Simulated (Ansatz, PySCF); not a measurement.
Reaction (SMILES): CSB(C)C [dimethyl(methylsulfanyl)borane] → C[B]C + C[S] (the B-S bond at the site shown breaks; other sites are not compared here)
Structures are relaxed separately at B3LYP-D3(BJ)/def2-TZVP in Ansatz (an electronic-structure program), one conformer each, not searched for the lowest. Frequencies are from Ansatz or PySCF.

Property: bond dissociation energy (enthalpy at 298 K, with B3LYP-D3(BJ) rigid-rotor harmonic-oscillator terms), in kcal/mol. Valence correlation only, unless marked. UHF or UKS for open shells. No spin-orbit coupling. No relativistic terms. CBS marks a two-point X^-3 extrapolation of the correlation energy; Hartree-Fock from the larger set. The bracket is a focal-point correction in the basis named.

```tsv
level	program	bond dissociation energy (kcal/mol)
RI-HF/aug-cc-pV(Q+d)Z	Ansatz	74.6
revPBE-D4/def2-TZVPD	Ansatz + dftd4	103.2
PBE0/def2-SVP	Ansatz	104.4
PBE0/def2-TZVP	Ansatz	102.3
CAM-B3LYP/def2-TZVPD	Ansatz	99.7
LC-wPBE-D3(BJ)/def2-TZVPD	Ansatz + dftd3	103.4
LC-wPBE-D4/def2-TZVPD	Ansatz + dftd4	103.9
B2GP-PLYP-D4/def2-TZVPD	Ansatz + dftd4	104.7
B2PLYP-D3(BJ)/def2-TZVPD	Ansatz + dftd3	104.3
B2PLYP-D4/def2-TZVPD	Ansatz + dftd4	104.1
MP2/STO-3G	Ansatz	119.4
CCSD/6-31G*	Ansatz	101.7
CCSD(T)/cc-pwCVTZ	Ansatz	105.5
CCSD(T) with core electrons (1s frozen past Ne)/cc-pwCVTZ	Ansatz	105.9
RI-MP2/CBS(aug-cc-pV(T+d)Z,aug-cc-pV(Q+d)Z)+[CCSD(T)-MP2]/aug-cc-pV(T+d)Z	Ansatz	107.7
```
